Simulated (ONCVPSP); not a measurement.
Varying the ONCV potential for boron (B)

Base potential:

B (Z = 5), optimised norm-conserving Vanderbilt (ONCV), made with ONCVPSP 4.0.1 (LDA (Perdew-Zunger), scalar-relativistic). Core [He], reference 2s1 2p2. Waves: 2s: rc 1.70 bohr, ncon 5, nbas 9, qcut 3 1/bohr, 2 projectors, debl 0.6 Ha; 2p: rc 3.85 bohr, ncon 4, nbas 9, qcut 4.6 1/bohr, 2 projectors, debl 1.6 Ha; d scattering state at 0.14 Ha: rc 3.75 bohr, ncon 4, nbas 8, qcut 2.2 1/bohr, 2 projectors, debl 1.1 Ha. Local part: polynomial inside 1.05 bohr (lpopt 5, dvloc0 0 Ha). Core correction: Teter function fitted to the true core (icmod 2), fcfact 0.6.

Cutoffs, loose and tight: the cutoffs (Ha) at which the residual kinetic energy of the hardest occupied pseudo-wave falls to 1 and 0.1 mHa per electron. They do not see the model core or the augmentation charge, which bear on the density cutoff. Test errors are all-electron minus pseudo excitation energies from the reference, over the configurations 2s2 2p1; 2s2 2p0; 2s1 2p0; 2s2 2p0.5. A dash means not determined; rows that change the core or the reference have their own tests.

A true bound ghost makes a file unfit for plane-wave use even where its test errors are small: the radial tests pick states by their node count and pass the ghost by.

| change | outcome | cutoff, loose | cutoff, tight | bound ghosts | GHOST(+) flags above zero | largest test error (meV) |
| --- | --- | --- | --- | --- | --- | --- |
| base | generated | 36 Ha | 72 Ha | none | s, d | +865 |
| core correction Teter function fitted to the true core (icmod 2), fcfact 0.78 | generated | 36 Ha | 72 Ha | none | s, d | +868 |
| s: ncon 3, nbas 7 | generated | 13 Ha | 48 Ha | none | d | +884 |
| local potential polynomial inside 1.60 bohr (lpopt 5, dvloc0 -1 Ha) | generated | 36 Ha | 72 Ha | p | s, d | +868 |
| functional PBEsol | generated | 36 Ha | 72 Ha | none | s, d | +827 |

Q: What comes out with this change to the base: reference 2s1.75 2p1.25?

A: outcome: generated; cutoff, loose: 36 Ha; cutoff, tight: 72 Ha; bound ghosts: none; GHOST(+) flags above zero: s, d; largest test error (meV): +561.

Q: What comes out with this change to the base: all radii but the core radius scaled by about 0.91 (s 1.54, p 3.48, d 3.40 bohr); local potential polynomial inside 0.96 bohr (lpopt 5, dvloc0 0 Ha)?

A: outcome: generated; cutoff, loose: 47 Ha; cutoff, tight: 89 Ha; bound ghosts: d; GHOST(+) flags above zero: s; largest test error (meV): +691.

Q: What comes out with this change to the base: d: qcut 3?

A: outcome: generated; cutoff, loose: 36 Ha; cutoff, tight: 72 Ha; bound ghosts: d; GHOST(+) flags above zero: s; largest test error (meV): +865.
